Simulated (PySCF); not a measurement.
F₃S, SMILES F[S](F)F (connectivity only; charge and spin as stated), charge -1, multiplicity 1. Coordinates come from a B3LYP-D3(BJ)/def2-SVPD optimisation. The multiplicity is an assumed one; other spin states were not compared. The isomer is the one that the SMILES or the coordinates give; other isomers of the formula were not compared.

These are B3LYP-D3(BJ)/def2-SVPD (PySCF 2.14.0) values and carry that method's errors.

Harmonic wavenumbers (cm⁻¹): 243, 286, 335, 420, 474, 717. Rotational constants (GHz): 12.51, 3.876, 2.959; symmetry number 2.

Question: Work out the zero-point energy and the ideal-gas rigid-rotor harmonic-oscillator thermochemistry at 298.15 K and 1 atm.

Answer: ZPE = ½ Σ hcν = ½ × 2476 cm⁻¹ = 14.81 kJ/mol. H − E(el) = 29.85 kJ/mol. Entropy in J/(mol K): translation 164.73, rotation 99.75, vibration 26.84, total 291.33. G − E(el) = -57.01 kJ/mol. Cp = 69.28 J/(mol K).
